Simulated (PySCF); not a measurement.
C5H5ClN (doublet state).
Geometry (GFN2-xTB, Å), atoms numbered from 1 in this order:
```xyz
12
C5H5ClN angstrom
C     -1.273    1.222    0.080
C     -0.616   -0.043    0.485
C     -1.098   -1.024   -0.475
N     -1.533   -1.742   -1.252
C      0.887    0.076    0.487
C      1.684   -0.559   -0.356
Cl     3.390   -0.369   -0.327
H     -2.244    1.475    0.457
H     -0.851    1.805   -0.715
H     -0.961   -0.358    1.479
H      1.285    0.760    1.223
H      1.331   -1.245   -1.111
```

The hyperfine couplings belong to this conformer and change with its torsions.

The species is `[CH2][C@@H](C#N)/C=C/Cl` [radical].

Method used: UKS B3LYP, pcH-1 on C Cl H N, non-relativistic, mean-field spin-orbit, GIAO (PySCF 2.14.0). One conformer (not necessarily the lowest) at the GFN2-xTB geometry, without solvent, vibrations or thermal averaging. The geometry wasn't refined by DFT: couplings that depend on bond lengths, twists or pyramidal angles can differ widely from those at the functional's own minimum. Stability of the SCF solution: not tested.

Task: Where do the isotropic ENDOR lines of H8/H9, H10, H11 and H12 fall at 331.8 mT, to first order?

Result: For S = 1/2 in fast tumbling each set of equivalent nuclei gives two lines, ν± = |νn ± a/2| to first order, with νn = g_N μN B/h and μN/h = 7.62259 MHz/T.

```
nuclei  isotope     g_N  νn (MHz)  a_iso (MHz)  lower line (MHz)  upper line (MHz)
 H8/H9       1H  5.5857     14.13       -63.70             17.72             45.98
   H10       1H  5.5857     14.13        25.18              1.54             26.71
   H11       1H  5.5857     14.13        -0.91             13.67             14.58
   H12       1H  5.5857     14.13        -0.72             13.77             14.49
```

Task: Which pairs are centred on the nuclear Larmor frequency, and which on half the coupling?

Result: Centred on νn, since |a| < 2νn: H10, H11 and H12. Centred on |a|/2 and split by 2νn: H8/H9.

Couplings of abundant isotopes left out: N4 (1.6 MHz).

Nuclei that the bonding pattern makes equivalent are averaged, as if the motion that swaps them (rotation, inversion, ring flip) were fast.
